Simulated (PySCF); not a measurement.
System: sum formula H5Si2O3, charge -1, multiplicity 1. It need not be the lowest isomer of its formula. Whether it binds its extra electron was not tested at this geometry. SMILES: [SiH3][Si](O)([O-])O
Coordinates optimised at B3LYP-D3(BJ)/def2-TZVP (Ansatz):
```xyz
10

O     -0.5077    -1.8323     0.1453
Si    -0.4425    -0.2854     0.0786
O     -1.0543     0.6404     1.3531
O     -1.2735     0.4230    -1.2310
Si     1.7842     0.5064    -0.1320
H     -1.7370     1.2350     1.0286
H     -1.4980    -0.2819    -1.8466
H      1.9565     1.9929    -0.2735
H      2.6714     0.1571     1.0241
H      2.5075    -0.0456    -1.3238
```
Charge -1, spin multiplicity 1.

Dispersion corrections to the total energy (kcal/mol) from the dftd3 and dftd4 libraries through PySCF: D3(BJ) without and D4 with the three-body term, each with the damping fitted for the functional named.

```
functional  D3(BJ)     D4
----------  ------  -----
BHLYP            …  -7.73
HSE06        -3.59  -4.80
BP86         -8.54  -8.25
TPSSh            …  -7.37
PBE          -4.89  -6.03
PBE0         -4.41      …
CAM-B3LYP    -4.26  -5.24
```

Q: Fill in the missing entries.

A: 
- BHLYP, D3(BJ): -7.43
- TPSSh, D3(BJ): -5.90
- PBE0, D4: -5.13
